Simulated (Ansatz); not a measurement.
```yaml
crystal:
  periodic: [false, false, false]
  atoms:
    - {symbol: C, position_ang: [-0.900856, -0.157616, 0.636524]}
    - {symbol: W, position_ang: [0.837483, 0.080893, -0.497148]}
    - {symbol: F, position_ang: [2.215851, -0.881538, 0.273467]}
    - {symbol: S, position_ang: [0.293799, -0.591763, -2.427181]}
    - {symbol: S, position_ang: [1.157561, 2.171368, -0.520956]}
    - {symbol: H, position_ang: [-0.702739, 0.202946, 1.651528]}
    - {symbol: H, position_ang: [-1.156250, -1.222289, 0.659047]}
    - {symbol: H, position_ang: [-1.744849, 0.397998, 0.224718]}
basis:
  gaussian: {orbitals: def2-mTZVPP}
magnetization: {spin_polarized: true, initial_magnetization: 2}
hamiltonian: {xc: {name: B2PLYP}, dispersion: rvv10}
accuracy: high
```

```sh
$ ansatz run in.yaml --threads 4 --pin off --events-out ev --progress --plain --max-ram 10444MiB
```

Task: How does Ansatz answer? (Best estimate.)

Result: Computed: The program refused the input.
```
Error: invalid value for `hamiltonian.dispersion`: this functional's text states its nonlocal part
```
